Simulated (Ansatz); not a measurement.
A made-up structure of AlHBrO (charge -1), closed shell:

O1  (0.559, -1.310, 1.154)
Al2  (0.210, -0.076, 0.156)
Br3  (-1.837, 0.174, -1.035)
H4  (0.769, -1.919, 1.879)
(Å)

It is relaxed with PBE-D4/def2-SVPD and then PBE0-D4/def2-TZVPD (Ansatz 0.2.0). Atoms count as bonded within 1.22 times the sum of their covalent radii (H–H: 0.88 Å). The end point is not checked to be a true minimum.

(1) Does its bonding change? (A judgement: the text doesn't fix the answer.)

Results:

(1) The calculation gives: No: no bond forms or breaks.

Where it ends: The first stage lowers the energy by 0.75 eV in 12 steps. It ends as AlHBrO ([OH][Al][Br]), total charge -1:
| atom | x (Å) | y (Å) | z (Å) |
| --- | --- | --- | --- |
| O1 | 0.1352 | -1.4632 | 1.2021 |
| Al2 | 0.4543 | -0.0717 | 0.1561 |
| Br3 | -1.8014 | 0.0933 | -0.9218 |
| H4 | 0.9128 | -1.6896 | 1.7178 |

Labels in which every atom is bracketed show which atoms are joined, not bond orders.

For scale, one of the runs: PBE0-D4/def2-TZVPD relaxation, 149 basis functions, launched by `ansatz run in.yaml --threads 2 --pin off --events-out ev --progress --plain --max-ram 4352MiB`. The run took about 20 s on 2 CPU threads of an Intel Xeon Platinum 8488C (shared host).
